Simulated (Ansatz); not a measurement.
# Which is lower?

Two relaxed structures of BGeNH5 (charge +1), singlet (PBE0-D4/def2-TZVP; forces vanish, vibrations not checked).

A:

```csv
atom,x (Å),y (Å),z (Å)
B1,0.5980,-0.4607,-1.2034
Ge2,-1.2261,0.6728,0.5989
N3,0.3740,0.1712,0.0773
H4,-0.3571,-0.6283,-1.8959
H5,1.7038,-0.7740,-1.4928
H6,-1.3702,1.3306,1.9623
H7,1.1608,0.3327,0.6975
H8,-2.3496,0.3979,-0.3827
```

B:

```
8
angstrom
B -0.4187 0.1491 -1.7066
Ge -0.3524 0.4300 0.3397
N 0.7119 -0.5210 1.3426
H -1.1993 -0.6400 -2.1267
H 0.3145 0.8020 -2.3734
H -1.1497 1.4166 1.1875
H 0.7610 -0.4004 2.3449
H 1.3326 -1.2362 0.9921
```

Program: Ansatz 0.2.0. Basis: def2-TZVPP. Cores are frozen in the correlated methods. Filled d shells of the heavier atoms are correlated. The def2 sets are not built for correlating such inner shells, so the correlated values are less sure here. B3LYP uses VWN-RPA correlation.

Problem. Which structure is lower at CCSD(T), and by how much? (An estimate is asked for; the value comes from the calculation.)

Solution. The calculation gives: A, by 69.0 kJ/mol (electronic energy, against the other). By their contacts, A is BGeNH₅ ([BH2][NH][GeH2]), total charge +1 and B is BGeNH₅ ([BH2][GeH][NH2]), total charge +1.

All methods give the same order:

| method | E(B) − E(A) (kJ/mol) |
| --- | --- |
| PBE-D4 | 60.4 |
| r2SCAN-D4 | 64.2 |
| PBE0-D4 | 63.8 |
| B3LYP-D4 | 66.8 |
| wB97M-V | 70.0 |
| HF | 74.0 |
| MP2 | 75.0 |
| CCSD | 68.7 |
| CCSD(T) | 69.0 |

The T1 diagnostic stays at or below 0.015.

Labels in which every atom is bracketed show which atoms are joined, not bond orders.

For scale, one of the runs: CCSD(T)/def2-TZVPP, 180 basis functions, launched by `ansatz run in.yaml --threads 2 --pin off --events-out ev --progress --plain --max-ram 4352MiB`. Time: 92 s of wall clock on 2 CPU threads of an Arm Neoverse N1; the host was shared. Peak host memory: 1.7 GiB.
